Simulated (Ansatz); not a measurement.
# A basis-limit estimate, worked out

An elementary step of Si₂H₈O₂, singlet (SiH₄O ([OH][SiH3]) + SiH₄O ([OH][SiH3]) → Si₂H₆O₂ ([OH][SiH2][O][SiH3]) + H₂; bonds formed: Si1–O7, H2–H6; bonds broken: Si1–H2, H6–O7). “Start” is the structure reached by relaxing down from the saddle towards the reactants; PBE0-D4/def2-TZVP structures. The saddle:

```xyz
12
angstrom
Si -0.3494 -0.3053 1.2614
H 1.2472 -0.0322 1.8359
H -0.1815 -1.7085 1.7430
H -0.9245 0.6362 2.2461
O -1.5361 -0.5572 0.0849
H 1.3166 0.4706 0.7765
O 0.5704 0.6407 -0.0151
Si 0.4797 0.5513 -1.6975
H -2.0756 -1.3351 0.2275
H 1.6747 1.2808 -2.1863
H 0.5385 -0.8596 -2.1370
H -0.7599 1.2184 -2.1393
```

Ansatz 0.2.0; basis: def2-TZVPP and def2-QZVPP; cores frozen in the correlated methods.

Energies in eV:

| quantity | saddle | start |
| --- | --- | --- |
| Hartree–Fock, triple zeta (X = 3) | -19928.11004 | -19930.15428 |
| Hartree–Fock, quadruple zeta (X = 4) | -19928.83998 | -19930.87151 |
| MP2 correlation, X = 3 | -21.24844 | -20.62438 |
| MP2 correlation, X = 4 | -22.88941 | -22.25368 |
| CCSD(T) correlation, X = 3 | -23.18756 | -22.62182 |

(1) Work out the barrier at the basis limit: extrapolate Hartree–Fock as E(X) = E∞ + A exp(−7.88 √X) and the MP2 correlation as E(X) = E∞ + B X^−2.97 (the exponents that Neese and Valeev fitted for def2-TZVPP and QZVPP), then add CCSD(T) − MP2 in triple zeta.

The T1 diagnostic stays at or below 0.012.

## Answers

(1) Each step is linear, so take the differences first (saddle − start): Hartree–Fock 2.04424 (X = 3) and 2.03153 (X = 4); MP2 correlation -0.62406 and -0.63573; CCSD(T) correlation -0.56574.
Two points give E∞ = E(4) + w [E(4) − E(3)], with w = 1/(exp(7.88 (2 − √3)) − 1) = 0.1377 for Hartree–Fock and w = 1/((4/3)^2.97 − 1) = 0.7407 for the correlation.
Hartree–Fock: 2.03153 + 0.1377 × (-0.01271) = 2.0298 eV.
MP2 correlation: -0.63573 + 0.7407 × (-0.01167) = -0.6444 eV.
CCSD(T) − MP2: -0.56574 − (-0.62406) = 0.0583 eV.
Sum: 2.0298 + (-0.6444) + 0.0583 = 1.4437 eV, or 33.29 kcal/mol. Plain CCSD(T) in triple zeta gives 1.4785 eV, so the larger basis shifts the result by -0.0348 eV.

Labels in which every atom is bracketed show which atoms are joined, not bond orders.

For scale, one of the runs: CCSD(T)/def2-TZVPP, 258 basis functions, launched by `ansatz run in.yaml --threads 4 --pin off --events-out ev --progress --plain --max-ram 9574MiB`. Time: 2.4 min of wall clock on 4 CPU threads of an Arm Neoverse V1; the host was shared. Peak host memory: 5.7 GiB.
